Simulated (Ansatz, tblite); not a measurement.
Isomers of GaO3 (doublet), found by a short tight-binding search and relaxed with r2SCAN-D4/def2-TZVP in Ansatz.

The xTB rows come from tblite. Correlated methods freeze 12 core orbitals; core or outer-core shells of Ga are correlated, in sets that lack core-valence functions.

A: It holds 2 O–O bonds. B: At PBE-D4/def2-TZVP the gap within one spin of the charge 0 doublet nearly closes, so an electron or hole may be smeared out by delocalisation error. It holds 1 O–O bond.

Other spin states were run for one of them alone.

A:

```tsv
atom	x (Å)	y (Å)	z (Å)
Ga1	1.2056	0.2972	-0.8583
O2	0.0707	0.7768	0.8301
O3	-0.6802	-0.3383	0.6604
O4	-0.5961	-0.7357	-0.6323
```

B:

```xyz
4

Ga   -0.078   -0.376    0.300
O    -0.344   -1.650    1.319
O     0.710    1.241   -0.395
O    -0.288    0.785   -1.225
```

Task: Estimate which lies lowest at each level, and how far above it the others are (kcal/mol).

Result: 
```tsv
level	A	B
GFN1-xTB	1.1	0.0
GFN2-xTB	0.0	24.9
HF/def2-TZVPP	12.3	0.0
PBE-D4/def2-TZVP	3.9	0.0
r2SCAN-D4/def2-TZVP	9.2	0.0
PBE0-D4/def2-TZVP	7.0	0.0
BHLYP-D4/def2-TZVP	8.9	0.0
PBE-QIDH/def2-TZVP	18.0	0.0
MP2/def2-TZVPP	35.5	0.0
CCSD/def2-TZVPP	16.9	0.0
CCSD(T)/def2-TZVPP	17.5	0.0
```
Point groups (tolerance 0.1 Å): A Cs, B C2v. Lower isomers may exist.
